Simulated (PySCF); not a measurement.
UHF on Pd⁻ (palladium, charge -1), [Kr] 4d10 5s1, 2S determinant. Computed with PySCF 2.14 in x2c-QZVPPall with one added diffuse shell each of s, p, d, f, g type (14s9p8d5f3g, 143 functions), with the spin-free X2C one-electron Hamiltonian (Gaussian nucleus).

```
cycle= 1 E= -5042.7933823812  delta_E= -1.92e-10  |g|= 9.25e-06  |ddm|= 8.42e-05
converged SCF energy = -5042.7933823812  <S^2> = 0.75100675  2S+1 = 2.0010065
```

Highest occupied orbital energy: 0.206 eV; ⟨L²⟩ = 0.00; populations by l: s 9.00, p 18.00, d 20.00, f 0.00.

(1) Can this result be used?

## Answers

(1) With care. Self-consistency was reached. At UHF the highest occupied level has a positive energy, so only the finite basis holds that electron.
